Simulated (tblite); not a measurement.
C5H4F4O3S.
Z-matrix (Å and degrees, GFN2-xTB geometry), rows numbered from 1:
```
O 
S   1  1.4221
O   2  1.6870  1  106.67
C   3  1.3944  2  114.49  1  -114.17
C   4  1.5329  3  110.08  2   -97.13
F   5  1.3673  4  109.80  3   179.65
C   4  1.5501  3  105.14  2    21.96
C   7  1.5105  4  110.84  3    85.17
F   8  1.3485  7  114.49  4    48.60
C   8  1.3284  7  127.05  4  -131.92
F  10  1.3170  8  125.05  7    -2.18
F  10  1.3218  8  124.16  7   179.78
O   7  1.3911  4  104.64  3   -35.41
H   4  1.0956  3  109.43  2   142.03
H   5  1.0954  4  110.68  3    61.07
H   5  1.0934  4  110.41  3   -61.61
H   7  1.0981  4  110.63  3  -153.07
```

Level: GFN2-xTB in tblite, geometry and Hessian alike; calculated harmonic values, unscaled, isolated species. This tight-binding method is rough: wavenumbers can miss measured ones by several per cent, in bad cases by 10 to 20. One conformer, not necessarily the lowest.

Harmonic wavenumbers (cm⁻¹): 27.5, 46.5, 59.2, 86.5, 117.3, 140.1, 177.1, 203.9, 248.6, 285.8, 352.1, 378.1, 384.2, 401.2, 474.8, 476.6, 493.6, 565.8, 567.2, 613.4, 665.6, 735.5, 800.7, 886.1, 1024.7, 1051.2, 1065.2, 1079.8, 1095.6, 1112.0, 1177.8, 1183.6, 1204.9, 1223.8, 1230.6, 1256.5, 1264.5, 1286.6, 1324.3, 1437.8, 1777.7, 2908.5, 2940.4, 2953.6, 2971.2.

A = 988.4, B = 589.4, C = 432.5 MHz; mass 219.982 u (most abundant isotopes); point group C1, symmetry number 1.

**Question.** What is the zero-point energy?

**Answer.** ½Σν̃ = 20879 cm⁻¹ = 249.76 kJ/mol.

**Question.** Give the ideal-gas entropy at 298.15 K and 1 bar in the rigid-rotor, harmonic-oscillator model (classical rotation).

**Answer.** Translation 176.12, rotation 131.89, vibration 177.04: S = 485.1 J/(mol K).

**Question.** And Cp and H(298.15 K) − H(0)?

**Answer.** Cp = 194.28 J/(mol K), of which vibrations give 161.02 (their classical limit is 45 R = 374.2); H(298.15 K) − H(0) = 36.07 kJ/mol without the zero-point energy, 26.15 from vibrations.

**Question.** Which modes carry the vibrational entropy at 298.15 K?

**Answer.** 27.5 cm⁻¹: 25.11; 46.5 cm⁻¹: 20.76; 59.2 cm⁻¹: 18.76; 86.5 cm⁻¹: 15.64; 117.3 cm⁻¹: 13.16; 140.1 cm⁻¹: 11.73 J/(mol K); the other 39 give 71.89 together.

**Question.** Blend soft modes into free rotors: weight 1/[1 + (100 cm⁻¹/ν̃)⁴] for the oscillator and the rest for a rotor with moment μB/(μ + B), μ = h/(8π²ν), B = 10⁻⁴⁴ kg m². What vibrational entropy results?

**Answer.** 156.98 J/(mol K) in place of 177.04, which changes −T·S at 298.15 K by +5.98 kJ/mol.

**Question.** How do the functions run with temperature in this model?

**Answer.** 
```tsv
T (K)	S (J/(mol K))	Cp (J/(mol K))	H − H(0) (kJ/mol)	G − H(0) (kJ/mol)	ln q(vib)
50	275.6	68.7	2.49	-11.29	1.26
100	332.4	98.0	6.67	-26.57	3.28
373.15	532.0	224.3	51.79	-146.71	13.34
500	603.6	265.2	82.96	-218.83	17.52
750	721.8	316.0	156.27	-385.06	25.01
1000	817.0	344.6	239.15	-577.80	31.61
```

q(vib) and H(0) count from the zero-point level.

Hindered rotation and anharmonicity are outside this model. Other conformers, if any are populated, would add a mixing term that is left out. The structure is chiral; the term R ln 2 for an equal mix with its mirror image is left out.

Hardware: one thread, Intel Xeon Platinum 8488C (x86_64) (shared host). Cost: 1.0 s wall. The figure is for the frequency step alone.
